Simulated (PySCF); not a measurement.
Precursor series Ta Cl-NH2. All species are isolated molecules in the gas phase. One relaxed conformer stands for each flexible species; it need not be the lowest.

The LUMO from two functionals at the same geometries (r2SCAN-D4/def2-SVP), both in PySCF: PBE-D3(BJ)/def2-TZVP and TPSSh-D3(BJ)/def2-TZVP. 

| species | PBE-D3(BJ)/def2-TZVP (eV) | TPSSh-D3(BJ)/def2-TZVP (eV) |
|---|---|---|
| 2 of 5 Cl replaced by NH2 | -3.58 | -3.26 |
| 3 of 5 Cl replaced by NH2 ([Ta(Cl)2(NH2)3]) | -3.17 | -2.81 |
| 4 of 5 Cl replaced by NH2 ([Ta(Cl)(NH2)4]) | -1.96 | -1.56 |
| 5 of 5 Cl replaced by NH2 ([Ta(NH2)5]) | -1.20 | -0.78 |

Over these rows, drawn at random from the members with no instability flagged (it was tested for open shells, ions and some series alone), PBE minus TPSSh-D3(BJ): mean -0.38 eV, from -0.42 eV to -0.32 eV.
